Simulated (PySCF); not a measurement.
Geometry:
```
atom   x (Å)   y (Å)   z (Å)
  C1   1.636  -0.162   1.191
  N2   0.590   0.037   0.184
  C3   1.198   0.134  -1.152
  B4  -0.543  -1.174   0.202
  C5  -1.821  -0.400  -0.458
  C6  -1.499   1.110  -0.371
  C7  -0.239   1.234   0.476
  H8   2.162  -1.102   0.979
  H9   2.356   0.673   1.180
 H10   1.168  -0.242   2.180
 H11   1.855   1.017  -1.216
 H12   0.411   0.205  -1.910
 H13   1.778  -0.777  -1.344
 H14  -0.061  -2.119  -0.412
 H15  -0.691  -1.428   1.396
 H16  -2.741  -0.632   0.100
 H17  -2.022  -0.685  -1.503
 H18  -2.304   1.710   0.082
 H19  -1.327   1.549  -1.367
 H20   0.344   2.155   0.306
 H21  -0.489   1.178   1.546
```

Geometry: PBE0-D3(BJ)/def2-SVP; GIAO absolute shieldings from PySCF 2.14, gas phase, non-relativistic, averaged over equivalent atoms.

At HF/pcSseg-1 (189 basis functions, 11 s wall time on 1 thread of an Arm Neoverse V2, shared host):
```json
{"atoms": "C7", "σ (ppm)": "132.5"}
{"atoms": "C1/C3", "σ (ppm)": "145.8"}
{"atoms": "C6", "σ (ppm)": "169.0"}
{"atoms": "C5", "σ (ppm)": "183.2"}
{"atoms": "N2", "σ (ppm)": "220.1"}
{"atoms": "B4", "σ (ppm)": "117.4"}
{"atoms": "H8/H9/H10/H11/H12/H13", "σ (ppm)": "29.47"}
{"atoms": "H20/H21", "σ (ppm)": "29.59"}
{"atoms": "H14/H15", "σ (ppm)": "29.68"}
{"atoms": "H18/H19", "σ (ppm)": "30.19"}
{"atoms": "H16/H17", "σ (ppm)": "30.97"}
```

**Question.** Predict the values at PBE0/pcSseg-1 on the same geometry.

**Answer.** 
| atoms | σ at PBE0/pcSseg-1 | change |
| --- | --- | --- |
| C7 | 118.3 | -14.2 |
| C1/C3 | 134.7 | -11.1 |
| C6 | 158.6 | -10.4 |
| C5 | 174.1 | -9.1 |
| N2 | 194.3 | -25.8 |
| B4 | 106.9 | -10.5 |
| H8/H9/H10/H11/H12/H13 | 28.90 | -0.57 |
| H20/H21 | 28.89 | -0.70 |
| H14/H15 | 28.91 | -0.77 |
| H18/H19 | 29.51 | -0.68 |
| H16/H17 | 30.30 | -0.67 |

The largest change is at N2 (donor nitrogen of a Lewis adduct). Cost: 189 basis functions, 24 s wall time on 1 thread of an Arm Neoverse V2, shared host. The order of the carbon signals is the same at both levels.

A carbon bonded to boron is broadened by the quadrupolar boron nucleus and is often missing from a measured spectrum.
